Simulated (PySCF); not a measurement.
An unknown shows these calculated signals:

1H NMR (300 MHz, computed): δ 7.04 (s, 1H), 6.68 (m, 1H), 6.04 (br s, 1H), 5.44 (br s, 1H), 5.06 (m, 1H), 4.60 (m, 1H), 4.48 (q, 2H), 0.44 (t, 3H).

13C{1H} NMR (computed): δ 156.8 (CH), 152.7 (C), 145.0 (CH), 127.4 (C), 126.3 (CH2), 99.0 (CH2), -1.9 (CH3).

Gas phase, no relativistic terms, averaged over atoms made equivalent by symmetry, fast rotation or ring inversion, single conformer. Geometry: GFN2-xTB; NMR shieldings at PBE0/pcSseg-1/GIAO; PySCF 2.14.

Chemical shifts δ = σref − σ; 1H and 13C against TMS, all at this level.

Question: Which of these does the molecule contain: a non-aromatic C=C double bond, a Si–H bond, a methoxy group, a Si–CH3 group, a C≡C triple bond, a three-membered ring?

Answer: 
- A non-aromatic C=C double bond: yes.
- A Si–H bond: yes (δH 4.48 (q)).
- A methoxy group: no.
- A Si–CH3 group: yes (δC -1.9; δH 0.44 (t)).
- A C≡C triple bond: no.
- A three-membered ring: no.

The data belong to SMILES C=CO/C=C(\Cl)C(=C)[SiH2]C, C7H11ClOSi; they needn't prove each group on their own.

Carbon signals by region: 5 in the sp2 and nitrile region (100–160 ppm), 1 at 50–100 ppm, 1 below 50 ppm.

Carbons that carry Cl, above all several Cl atoms, come out too deshielded, partly because spin–orbit coupling is missing. Shifts are as computed. Against solution values, carbons near 30 ppm lie about +3 ppm off and those near 130 ppm about +5 ppm; carbons on Cl a further +6 ppm. Of 1309 compounds with measured shifts, 239 miss one by over three times the rms of a fit or turn the order of signals round; such compounds aren't used in these exercises. Multiplicities follow the n + 1 count of equivalent neighbours, as no J values were calculated; m marks all less simple cases, F and P coupling included.
